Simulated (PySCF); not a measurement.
NICS in isomers of C7H6FN3.

Probes without a nucleus sit at each ring's centroid and 1 Å off its mean plane on both sides; NICS is minus the shielding there, NICSzz its component along the normal. Level: GIAO PBE0/pcSseg-1 (PySCF, non-relativistic, gas phase) on the GFN2-xTB geometries, one conformer each. Atom numbers follow the mapped SMILES.

Task: Order these rings by mean NICS(1)zz, lowest (most negative) first (ppm).
A. ring N2–N3–N4–C5–C11 in `[CH3:1][n:2]1[n:3][n:4][c:5]2[c:6]([F:7])[cH:8][cH:9][cH:10][c:11]12`
B. ring N5–C6–C8–C9–C10–C11 in `[CH3:1][c:2]1[n:3][n:4][n:5]2[c:6]([F:7])[cH:8][cH:9][cH:10][c:11]12`
C. ring N2–N3–C4–C10–N11 in `[CH3:1][n:2]1[n:3][c:4]2[cH:5][cH:6][cH:7][c:8]([F:9])[c:10]2[n:11]1`

Result: C (-38.0), A (-33.6), B (-21.7).

```csv
SMILES,ring,NICS(0),NICS(1),NICS(1)zz,HOMA,rms pucker (Å),ring atoms with four or more neighbours
Cn1nc2cccc(F)c2n1,5-membered ring with 3 N; formal bonds all aromatic,-15.8,-15.1,-38.0,0.90,0.00,0
Cn1nnc2c(F)cccc21,5-membered ring with 3 N; formal bonds all aromatic,-13.6,-13.7,-33.6,0.85,0.00,0
Cc1nnn2c(F)cccc12,6-membered ring with N; formal bonds all aromatic,-9.1,-9.4,-21.7,0.83,0.00,0
```

NICS(0) gives the same order. The isotropic NICS(1) gives the same order. HOMA uses Krygowski's 1993 parameters. NICS(1) and NICS(1)zz are means over the two faces.
